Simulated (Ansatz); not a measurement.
A structure relaxed at PBE-D4/def2-SVP in Ansatz, charge 3, sextet:

```tsv
atom	x (Å)	y (Å)	z (Å)
Dy1	0.001	-0.001	0.002
O2	2.091	-0.937	0.406
H3	2.457	-1.786	0.060
H4	2.818	-0.575	0.967
O5	-2.088	0.936	-0.408
H6	-2.814	0.571	-0.968
H7	-2.454	1.786	-0.066
O8	-0.894	-1.100	1.845
H9	-0.430	-1.700	2.477
H10	-1.823	-1.076	2.178
O11	0.889	1.101	-1.844
H12	1.817	1.084	-2.178
H13	0.419	1.698	-2.474
O14	-0.503	-1.811	-1.368
H15	-0.345	-1.907	-2.338
H16	-0.928	-2.664	-1.111
O17	0.507	1.811	1.370
H18	0.932	2.663	1.112
H19	0.349	1.906	2.339
```

Problem. Give its formula, name or SMILES.

Solution. [Dy(H2O)6]3+ (DyO6H12³⁺).

Problem. Summarise the bond lengths by kind (pairs closer than 1.2 times the sum of covalent radii, bridged metal pairs left out).

Solution. 6 × Dy–O 2.33 Å; 12 × H–O 0.99 Å. The metal has 6 neighbours: O 2.33 Å, O 2.33 Å, O 2.33 Å, O 2.33 Å, O 2.33 Å, O 2.33 Å.

In the def2 sets Dy takes a core potential; there is no spin–orbit coupling. With an open 4f shell the SCF may have ended on a state above the lowest.
